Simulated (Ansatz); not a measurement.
Cs3H3⁺. Charge 1, multiplicity 2. Geometry PBE0-D4/def2-TZVP, basis def2-TZVP, Ansatz.

| atom | x (Å) | y (Å) | z (Å) |
| --- | --- | --- | --- |
| Cs1 | 2.633 | -0.469 | -0.454 |
| Cs2 | -2.632 | 0.384 | 0.535 |
| Cs3 | 0.137 | 3.098 | -1.956 |
| H4 | 0.027 | 0.519 | -0.306 |
| H5 | -0.064 | -1.440 | 0.901 |
| H6 | -0.100 | -2.093 | 1.279 |

| run | HOMO (eV) | LUMO (eV) |
| --- | --- | --- |
| A | -4.67 | -4.09 |
| B | -4.77 | -4.43 |
| C | -4.77 | -4.27 |
| D | -5.84 | -2.73 |
| E | -5.04 | -3.98 |

In the def2 sets Cs takes a core potential; there is no spin–orbit coupling. HSE06 is defined as in plane-wave codes, on full-range PBE exchange. In the doublet, H5 and H6 lie 0.76 Å apart (atoms count from 1), so H2 has formed as a molecule. Another isomer (doublet) lies 0.08 eV lower at PBE0-D4/def2-TZVP; other spin states weren't run for this one.

HOMO and LUMO are taken over both spins.

Q: The runs used HSE06, PBE, PBE0, r2SCAN, ωB97X-V. Estimate which is which.

A: A r2SCAN (0 % exact exchange); B PBE (0 % exact exchange); C HSE06 (range-separated); D ωB97X-V (range-separated); E PBE0 (25 % exact exchange). Exact exchange lowers occupied and raises empty levels; among semilocal functionals meta-GGAs tend to open the gap a little, and such runs are hard to tell apart. The gap grows from 0.34 eV (PBE) to 3.11 eV (ωB97X-V).
